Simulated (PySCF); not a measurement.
Choosing a molecule for a target property.

Species are written as SMILES; each is one conformer at its optimised geometry, gas phase, non-relativistic unless stated. Electronic properties by PySCF.

Dipoles, sizes and rotational constants follow the conformer. The torsions of the flexible species, by atom-mapped SMILES:
- `[CH3:1][PH+:2]([CH3:3])[CH2:4][C:5]([F:6])([F:7])[F:8]`: C1–P2–C4–C5 81°, P2–C4–C5–F6 -40°
- `[CH3:1][CH2:2][PH:3][C:4]([F:5])=[C:6]([F:7])[F:8]`: C1–C2–P3–C4 52°, C2–P3–C4–F5 -111°
- `[NH2:1][C:2](=[O:3])[SiH2:4][SiH3:5]`: N1–C2–Si4–Si5 177°, H–N1–C2–O3 180°, H–N1–C2–O3 0°
- `[CH3:1][CH2:2][CH2:3][C:4](=[O:5])[OH:6]`: C1–C2–C3–C4 180°, C2–C3–C4–O5 0°, H–O6–C4–C3 180°

Task: Wanted: electronic spatial extent ⟨r²⟩ about the centre of nuclear charge between 700 bohr² and 1000 bohr² (CAM-B3LYP/def2-SVPD) and lowest singlet excitation above 4.9 eV (TDDFT CAM-B3LYP/def2-SVPD), at GFN2-xTB geometries. Which candidate meets both?
A. `CCPC(F)=C(F)F`
B. `NC(=O)[SiH2][SiH3]`
C. `CCCC(=O)O`
D. `FC(F)(F)C[PH+](C)C`
E. `C1OCCOC1`
F. `O=S(=O)(Cl)Cl`

Result: C. Computed values:
```csv
species,electronic spatial extent ⟨r²⟩ about the centre of nuclear charge,lowest singlet excitation
C1OCCOC1,499 bohr²,6.99 eV
O=S(=O)(Cl)Cl,671 bohr²,4.98 eV
CCCC(=O)O,756 bohr²,5.96 eV
NC(=O)[SiH2][SiH3],870 bohr²,4.81 eV
FC(F)(F)C[PH+](C)C,1154 bohr²,10.21 eV
CCPC(F)=C(F)F,1206 bohr²,5.82 eV
```

Task: Wanted: HOMO–LUMO gap between 9.5 eV and 12 eV (CAM-B3LYP/def2-SVPD) and smallest rotational constant below 2.3 GHz (GFN2-xTB), at GFN2-xTB geometries. Which candidate meets both?
A. `O=S(=O)(Cl)Cl`
B. `NC(=O)[SiH2][SiH3]`
C. `C1COCCO1`
D. `C(CCC)(=O)O`
E. `C(F)(F)(C[PH+](C)C)F`

Result: D. Computed values:
```
             species  HOMO–LUMO gap  smallest rotational constant
       O=S(=O)(Cl)Cl        8.90 eV                     1.860 GHz
  NC(=O)[SiH2][SiH3]        9.21 eV                     1.374 GHz
            C1COCCO1        9.87 eV                     2.756 GHz
         C(CCC)(=O)O       10.72 eV                     1.584 GHz
C(F)(F)(C[PH+](C)C)F       13.50 eV                     1.063 GHz
```

Task: Wanted: lowest triplet excitation (Tamm–Dancoff) between 5 eV and 6 eV (TDA CAM-B3LYP/def2-SVPD) and HOMO energy below -8.4 eV (CAM-B3LYP/def2-SVPD), at GFN2-xTB geometries. Which candidate meets both?
A. `C[PH+](C)CC(F)(F)F`
B. `O1CCOCC1`
C. `CCCC(=O)O`
D. `CCPC(F)=C(F)F`
E. `O=S(=O)(Cl)Cl`

Result: C. Computed values:
```
           species  lowest triplet excitation (Tamm–Dancoff)  HOMO energy
     CCPC(F)=C(F)F                                   4.16 eV     -8.33 eV
     O=S(=O)(Cl)Cl                                   4.41 eV    -11.45 eV
         CCCC(=O)O                                   5.45 eV     -9.68 eV
          O1CCOCC1                                   6.80 eV     -8.44 eV
C[PH+](C)CC(F)(F)F                                   9.52 eV    -16.85 eV
```

Task: Wanted: static isotropic polarisability between 56 au and 70 au (CAM-B3LYP/def2-SVPD) and dipole moment below 3 D (CAM-B3LYP/def2-SVPD), at GFN2-xTB geometries. Which candidate meets both?
A. `ClS(=O)(=O)Cl`
B. `CCPC(=C(F)F)F`
C. `NC(=O)[SiH2][SiH3]`
D. `C1COCCO1`

Result: A. Computed values:
```
           species  static isotropic polarisability  dipole moment
          C1COCCO1                          54.9 au         0.00 D
     ClS(=O)(=O)Cl                          57.4 au         1.93 D
     CCPC(=C(F)F)F                          76.2 au         2.17 D
NC(=O)[SiH2][SiH3]                          81.4 au         3.35 D
```
